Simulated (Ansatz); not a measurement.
`C[O][Mg][OH]` and `[OH][Mg][O][SiH3]` differ in one element.

Ansatz, PBE0-D4/def2-TZVP geometries, multiplicity 1. Each molecule was computed in one conformer, which needn't be the lowest.

```
                                        property  `C[O][Mg][OH]`
             HOMO–LUMO gap (PBE/def2-TZVPP) / eV            3.81
            HOMO–LUMO gap (PBE0/def2-TZVPP) / eV            6.07
               HOMO energy (PBE/def2-TZVPP) / eV           -5.62
  size of the dipole moment (PBE/def2-TZVPP) / D            0.72
size of the dipole moment (B3LYP/def2-TZVPP) / D            0.74
              HOMO energy (PBE0/def2-TZVPP) / eV           -7.11
```

**Question.** What does the change do to each property? (Estimate.)

**Answer.** The calculation gave: 
| property | `[OH][Mg][O][SiH3]` | shift |
| --- | --- | --- |
| HOMO–LUMO gap (PBE/def2-TZVPP) / eV | 4.47 | 0.66 |
| HOMO–LUMO gap (PBE0/def2-TZVPP) / eV | 6.69 | 0.62 |
| HOMO energy (PBE/def2-TZVPP) / eV | -6.58 | -0.96 |
| size of the dipole moment (PBE/def2-TZVPP) / D | 2.08 | 1.36 |
| size of the dipole moment (B3LYP/def2-TZVPP) / D | 2.03 | 1.29 |
| HOMO energy (PBE0/def2-TZVPP) / eV | -8.04 | -0.93 |

With PBE0 the HOMO falls by 0.93 eV and the LUMO falls by 0.29 eV, so the gap widens by about 0.64 eV. PBE moves the HOMO by -0.96 eV and ωB97M-V by -0.81 eV. Dipoles are sizes alone; their direction can turn.

B3LYP here is the variant with VWN-RPA as its local correlation; programs differ in this.
